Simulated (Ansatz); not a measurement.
`CCCCCCS` → `CCCCCSC`  (isomerisation)

Program: Ansatz. Geometries: PBE0-D4/def2-TZVP. ΔE: electronic, gas phase. CCSD(T)/CBS is the MP2 limit (def2-TZVPP, def2-QZVPP) plus CCSD(T) − MP2 in def2-TZVPP, frozen cores. One conformer a species, not always the lowest.

```
  species  MP2/CBS(def2) energy (Eh)
`CCCCCCS`                 -634.39681
`CCCCCSC`                 -634.39628
```

(1) Work out ΔE.

Largest T1 diagnostic among the species: 0.009.

Answers

(1) ΔE = (-634.39628) − (-634.39681) = 0.00053 Eh = +1.4 kJ/mol. CCSD(T)/CBS gives +4.2 kJ/mol.

From BLYP to BHLYP (50 % exact exchange), in def2-TZVPP and without D4, ΔE moves by +3.5 kJ/mol. Leaving LDA and LC-ωPBE aside and taking each functional with its dispersion term where it has one, the values, not all of them listed here, spread over 5.8 kJ/mol, from revPBE-D4 to PBE-QIDH. At CCSD(T), def2-SVP lies +11.8 kJ/mol from the extrapolated value and def2-TZVPP +2.2 kJ/mol.
